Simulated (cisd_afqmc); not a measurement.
Input (AFQMC/CISD/cc-pVDZ; cisd_afqmc is a phaseless AFQMC code with CISD trial states that reads the integrals written by Ansatz):

Ansatz 0.2 input:
```python
import cisd_afqmc

open("ham.yaml", "w").write("""\
crystal:
  periodic: [false, false, false]
  atoms:
    - {symbol: O, position_ang: [-0.00000000, -0.00000000, -2.01585676]}
    - {symbol: B, position_ang: [-0.00000000, -0.00000000, -0.81788386]}
    - {symbol: B, position_ang: [0.00000000, 0.00000000, 0.81788386]}
    - {symbol: O, position_ang: [0.00000000, 0.00000000, 2.01585676]}
basis:
  gaussian:
    orbitals: cc-pVDZ
magnetization: {spin_polarized: false}
correlation: {method: ccsd, electrons: outside_noble_gas, hamiltonian_folder: ham}
""")
rep = cisd_afqmc.ansatz("ham.yaml")
e_ccsd = rep["correlation"]["coupled_cluster"]["energy"]["hartree"]
out = cisd_afqmc.run("ham", e_ccsd, trial="CISD", walkers=100, populations=8, threads=8, dt=0.005, steps=40, early=24, settle=10, least=32,
    cut=5e-5, rank_cut=2e-4, target=0.0004, seconds=3000, seed=1, memory=17280, gpu=False)
```

Output:

```
orbitals 52, occupied [9], factors 302 of 520, rank of the doubles 185 of 387
E(HF) = -199.200652
E(CCSD) on the cut factors = -199.725280, shift to the whole factors -0.000006
Energy of the trial state on the determinant = -199.725346
  tau behind 7.2 of longer steps, mean of the populations' last blocks
   2.0  -199.74529
   4.0  -199.74753
   6.0  -199.74934
   8.0  -199.74813
  10.0  -199.74867
  12.0  -199.74752
  14.0  -199.74647
  16.0  -199.74522
  18.0  -199.74433
  20.0  -199.75024
  22.0  -199.74738
  24.0  -199.74864
  26.0  -199.74957
  28.0  -199.74491
  30.0  -199.74822
  32.0  -199.74924
  34.0  -199.74954
  36.0  -199.75243
  38.0  -199.75093
  40.0  -199.75053
  42.0  -199.74601
  44.0  -199.74863
  46.0  -199.74365
  48.0  -199.74733
  50.0  -199.74496
  52.0  -199.74644
  54.0  -199.74761
  56.0  -199.74913
  58.0  -199.74536
blocks 2586 (3 outliers left out), error by blocks joined: 1: 0.00023, 2: 0.00029, 4: 0.00034, 8: 0.00037, 16: 0.00040
E(AFQMC/CISD) = -199.74775 +/- 0.00040
```
